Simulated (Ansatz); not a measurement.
Program: Ansatz. Geometries: PBE0-D4/def2-TZVP. ΔE: electronic, gas phase. CCSD(T)/CBS is the MP2 limit (def2-TZVPP, def2-QZVPP) plus CCSD(T) − MP2 in def2-TZVPP, frozen cores. This one scheme is used for every species. Functionals use def2-TZVPP. Triplets are unrestricted, without spin–orbit coupling. Each species was taken in one conformer, which may not be the lowest.

`COB(C)N` → `[CH2]` (triplet) + `CB(N)O`  (formal loss of a carbene)

`COB(C)N`:

Z-matrix (Å, degrees):
```
C
O 1 1.404
H 1 1.095 2 111.9
H 1 1.096 2 111.8 3 121.7
H 1 1.091 2 108.0 3 -119.2
B 2 1.375 1 121.5 3 -60.0
N 6 1.405 2 115.7 1 -179.9
C 6 1.577 2 122.6 1 0.2
H 7 1.005 6 122.2 2 -0.0
H 7 1.002 6 123.1 2 -180.0
H 8 1.092 6 112.8 2 -179.5
H 8 1.095 6 111.2 2 59.6
H 8 1.095 6 111.3 2 -58.5
```

`[CH2]` (triplet):

Z-matrix (Å, degrees):
```
C
H 1 1.079
H 1 1.079 2 134.9
```

`CB(N)O`:

Z-matrix (Å, degrees):
```
C
B 1 1.579
H 1 1.095 2 110.9
H 1 1.092 2 113.4 3 120.9
H 1 1.095 2 110.9 3 -118.2
N 2 1.404 1 122.1 3 -120.8
O 2 1.379 1 121.6 3 59.2
H 6 1.005 2 122.2 1 180.0
H 6 1.002 2 123.1 1 -0.0
H 7 0.957 2 112.7 1 0.0
```

Problem. Is it downhill or uphill in electronic energy at CCSD(T)/CBS, and by how much? (Estimate.)

Solution. Computed: Uphill: ΔE = +378.9 kJ/mol.

Problem. What do these levels give: ωB97X-V, PBE0, HF/def2-TZVPP, MP2/def2-TZVPP, HF/CBS(def2), CCSD/CBS(def2)? (Estimate.)

Solution. Computed: ωB97X-V 394.6, PBE0 372.1, HF/def2-TZVPP 240.6, MP2/def2-TZVPP 377.5, HF/CBS(def2) 240.9, CCSD/CBS(def2) 368.1 kJ/mol.

Largest T1 diagnostic among the species: 0.011.

In def2-TZVPP, CCSD(T) changes the Hartree–Fock value by +128.9 kJ/mol (the triples alone add +10.8 kJ/mol) and MP2 by +136.9 kJ/mol. The D4 term adds +10.1 kJ/mol with B3LYP and +5.6 kJ/mol with PBE0; it sums over pairs of atoms, weighted by their polarisabilities, and B3LYP, whose exchange is more repulsive, gets the larger term. From PBE to PBE0 (25 % exact exchange), in def2-TZVPP and without D4, ΔE moves by −9.1 kJ/mol.

B3LYP here is the variant with VWN-RPA as its local correlation; programs differ in this.
